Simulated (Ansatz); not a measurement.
An input meant for `CCCCCCCCCCCCO` (charge 0, singlet).

```yaml
crystal:
  periodic: [false, false, false]
  atoms:
    - {symbol: C, position_ang: [-5.713495, 1.012412, -0.318929]}
    - {symbol: C, position_ang: [-4.473762, 0.197447, -0.689283]}
    - {symbol: C, position_ang: [-3.633785, -0.212419, 0.525666]}
    - {symbol: C, position_ang: [-2.428739, -1.108731, 0.204163]}
    - {symbol: C, position_ang: [-1.387441, -0.503969, -0.752254]}
    - {symbol: C, position_ang: [-0.783275, 0.836266, -0.304225]}
    - {symbol: C, position_ang: [-0.099541, 0.821614, 1.072978]}
    - {symbol: C, position_ang: [1.031142, -0.204249, 1.238824]}
    - {symbol: C, position_ang: [2.198896, -0.034430, 0.261896]}
    - {symbol: C, position_ang: [3.350425, -1.013608, 0.519427]}
    - {symbol: C, position_ang: [4.499222, -0.944075, -0.492242]}
    - {symbol: C, position_ang: [5.262767, 0.374736, -0.492389]}
    - {symbol: O, position_ang: [6.349146, 0.255404, -1.395643]}
    - {symbol: H, position_ang: [-5.437005, 1.947714, 0.212043]}
    - {symbol: H, position_ang: [-6.386573, 0.440790, 0.354417]}
    - {symbol: H, position_ang: [-6.301920, 1.299170, -1.214075]}
    - {symbol: H, position_ang: [-3.848513, 0.782591, -1.398754]}
    - {symbol: H, position_ang: [-4.778635, -0.717647, -1.245774]}
    - {symbol: H, position_ang: [-4.289055, -0.745039, 1.250495]}
    - {symbol: H, position_ang: [-3.294558, 0.704519, 1.058671]}
    - {symbol: H, position_ang: [-2.797684, -2.062441, -0.234639]}
    - {symbol: H, position_ang: [-1.933721, -1.395714, 1.157511]}
    - {symbol: H, position_ang: [-1.841233, -0.367876, -1.757801]}
    - {symbol: H, position_ang: [-0.573827, -1.247054, -0.901920]}
    - {symbol: H, position_ang: [-0.056785, 1.171573, -1.075919]}
    - {symbol: H, position_ang: [-1.575363, 1.616679, -0.295700]}
    - {symbol: H, position_ang: [-0.861164, 0.644211, 1.863269]}
    - {symbol: H, position_ang: [0.305086, 1.838120, 1.276258]}
    - {symbol: H, position_ang: [0.625419, -1.236663, 1.144481]}
    - {symbol: H, position_ang: [1.421277, -0.138341, 2.278765]}
    - {symbol: H, position_ang: [2.567042, 1.014558, 0.320706]}
    - {symbol: H, position_ang: [1.843401, -0.167933, -0.784325]}
    - {symbol: H, position_ang: [2.942943, -2.048364, 0.523843]}
    - {symbol: H, position_ang: [3.749559, -0.848236, 1.546529]}
    - {symbol: H, position_ang: [4.118127, -1.128069, -1.521026]}
    - {symbol: H, position_ang: [5.233985, -1.751820, -0.287483]}
    - {symbol: H, position_ang: [4.579253, 1.211579, -0.781596]}
    - {symbol: H, position_ang: [5.608093, 0.594782, 0.551400]}
    - {symbol: H, position_ang: [6.810300, 1.112503, -1.417324]}
basis:
  gaussian: {orbitals: def2-mTZVPP}
hamiltonian: {xc: {name: HF}}
correlation: {active_space: {window: {electrons: 6, orbitals: 2}}}
scf: {lower_state_search: light}
output: {forces: true}
```

```sh
$ ansatz run in.yaml --threads 6 --pin off --events-out ev --progress --plain --max-ram 7833MiB
```

Output, abridged:

```
Functional definition: HF
3577 factors; integrals over basis functions are off by at most 1.3e-3 eV
mean field evaluation 1: about -14809.2502 eV, gradient 6.0e1 eV
mean field evaluation 2: about -14809.2610 eV, gradient 6.0e1 eV
mean field evaluation 4: about -14818.6116 eV, gradient 6.9e0 eV
mean field evaluation 8: about -14818.7476 eV, gradient 3.4e-1 eV
mean field -14818.74804078 eV, -544.5789459906 hartree, gradient 2.5e-6 eV, S^2 0.000000; 0 other end points of the search recorded, 0 dependent functions left out
reference -14818.74804078 eV, -544.5789459906 hartree; 53, 53 occupied and 329, 329 virtual orbitals, 3577 factors
Error: 6 electrons in 2 orbitals form no window around the highest filled level of the reference
```

In this input the active space doesn't fit the electrons. The run stopped with an error.
